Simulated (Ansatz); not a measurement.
Molecule: C3H4NSSi, net charge -1, singlet state. It need not be the lowest isomer of its formula. Whether it binds its extra electron was not tested at this geometry. 
Geometry from a B3LYP-D3(BJ)/def2-TZVP (Ansatz, a first-principles code) optimisation:
```xyz
10

Si    -2.1072    -0.4976     0.1237
C     -0.2963    -0.2381     0.0102
N      0.5696    -1.2263    -0.0920
C      1.8611    -0.7487    -0.1604
C      2.1180     0.6195    -0.1192
S      0.5512     1.3086     0.0183
H     -2.8134     0.8106     0.2286
H     -2.6976    -1.1976    -1.0561
H     -2.5347    -1.2993     1.3091
H      2.6438    -1.4971    -0.2465
```
Charge -1, spin multiplicity 1.

Basis-set convergence of Hartree-Fock and MP2 correlation energies (hartree) with Ansatz. Valence correlation only, unless marked. No spin-orbit coupling. No relativistic terms.

The Hartree-Fock reference is unstable (checked in the largest basis), which strains HF and MP2. 

```tsv
basis	functions	E(HF)	E(corr, MP2)
aug-cc-pV(D+d)Z	192	-856.82761	-0.84692
aug-cc-pV(T+d)Z	386	-856.88601	-1.01149
aug-cc-pV(Q+d)Z	682	-856.90210	-1.07020
```

Extrapolating the two largest sets (X = 3 and 4) as X^-3: E(corr) = (64·(-1.07020) - 27·(-1.01149))/37 = -1.1130 Eh, an estimate of the basis-set limit. The largest set recovers 96.2 % of it, the smallest 76.1 %.
